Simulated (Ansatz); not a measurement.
Computed with Ansatz on PBE0-D4/def2-TZVP structures; ΔE is electronic, products minus reactants. CCSD(T)/CBS is the MP2 limit (def2-TZVPP, def2-QZVPP) plus CCSD(T) − MP2 in def2-TZVPP, frozen cores. This one scheme is used for every species. Functionals use def2-TZVPP. B3LYP here is the variant with VWN-RPA as its local correlation; programs differ in this. Each species was taken in one conformer, which may not be the lowest.

Consider the silylene formation by 1,1-elimination: `C[SiH2]C(O)(F)F` → `CC(O)(F)F` + `[SiH2]`.

Task: Is it downhill or uphill in electronic energy at CCSD(T)/CBS, and by how much? (Best estimate.)

Result: The calculation gave: Uphill: ΔE = +221.6 kJ/mol.

Task: What do these levels give: PBE0-D4, B3LYP-D4, ωB97X-V, ωB97M-V, B2PLYP, B3LYP, HF/def2-TZVPP, MP2/def2-TZVPP, CCSD/def2-TZVPP, MP2/def2-QZVPP, SCS-MP2/def2-QZVPP, HF/CBS(def2)? (An estimate is asked.)

Result: The calculation gave: PBE0-D4 233.7, B3LYP-D4 222.0, ωB97X-V 232.1, ωB97M-V 220.0, B2PLYP 217.8, B3LYP 208.6, HF/def2-TZVPP 190.2, MP2/def2-TZVPP 232.2, CCSD/def2-TZVPP 206.5, MP2/def2-QZVPP 237.9, SCS-MP2/def2-QZVPP 225.3, HF/CBS(def2) 191.2 kJ/mol.

Largest T1 diagnostic among the species: 0.014.

The D4 term adds +13.4 kJ/mol with B3LYP and +7.4 kJ/mol with PBE0; it sums over pairs of atoms, weighted by their polarisabilities, and B3LYP, whose exchange is more repulsive, gets the larger term. In def2-TZVPP, CCSD(T) changes the Hartree–Fock value by +22.1 kJ/mol (the triples alone add +5.8 kJ/mol) and MP2 by +42.0 kJ/mol.
